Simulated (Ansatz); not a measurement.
`S[SiH](Cl)Cl` + `[OH][GeH3]` → `Cl[SiH](Cl)[O][GeH3]` + H₂S at 500 K and 1 bar (ligand exchange at the Si–S bond).

Calculated with Ansatz (gas phase, PBE0-D4/def2-TZVP geometries, no zero-point term in ΔE). CCSD(T)/CBS adds triple-zeta CCSD(T) − MP2 to the extrapolated MP2 energy (def2 sets, frozen cores). This one scheme is used for every species. For Ge outer-core shells are correlated without core-valence functions, which leaves a few kJ/mol of doubt a bond. Scalar relativity is left out up to krypton. Each species was taken in one conformer, which may not be the lowest.

| species | CCSD(T)/CBS energy (Eh) | H − E (kJ/mol) | S (J/(mol·K)) |
| --- | --- | --- | --- |
| `S[SiH](Cl)Cl` | -1607.74509 | 95.8 | 386.1 |
| `[OH][GeH3]` | -2153.69723 | 124.0 | 309.0 |
| `Cl[SiH](Cl)[O][GeH3]` | -3362.49847 | 158.1 | 472.7 |
| H₂S | -398.97279 | 57.0 | 224.0 |

H − E and S are ideal-gas, rigid-rotor, harmonic terms from PBE0-D4/def2-TZVP, for one conformer and one mirror image of each species. 1 Eh = 2625.50 kJ/mol, R = 8.31446 J/(mol·K).

Task: By hand: ΔE, ΔH, ΔS and ΔG.

Result: ΔE = (-3362.49847) + (-398.97279) − (-1607.74509) − (-2153.69723) = -0.02894 Eh = -76.0 kJ/mol. Δ(H − E) = 158.1 + 57.0 − 95.8 − 124.0 = -4.7, so ΔH = -80.7 kJ/mol. ΔS = 472.7 + 224.0 − 386.1 − 309.0 = 1.6 J/(mol·K). ΔG = -80.7 − 500 × (1.6)/1000 = -81.5 kJ/mol.

Task: By hand: the equilibrium constant, and the temperature at which ΔG would vanish if ΔH and ΔS stayed fixed.

Result: log₁₀ K = −ΔG/(RT ln 10) = 8.5. ΔH and −TΔS have one sign here, so there is no such temperature. One of them is within its doubt of zero, so this could turn.

The number of gas molecules stays the same, so ΔS is small and ΔH decides. A doubt of 5 kJ/mol in ΔE shifts log₁₀ K by 0.5 here. Other conformers and mirror images would add mixing entropy, several J/(mol·K) or more a flexible species. Modes under 60 cm⁻¹, often nearly free rotors, make the harmonic entropy too high. These are equilibria of isolated gas molecules and say nothing of rates. Largest T1 diagnostic: 0.011 (customary marks: 0.02 for closed shells, 0.045 for open ones).
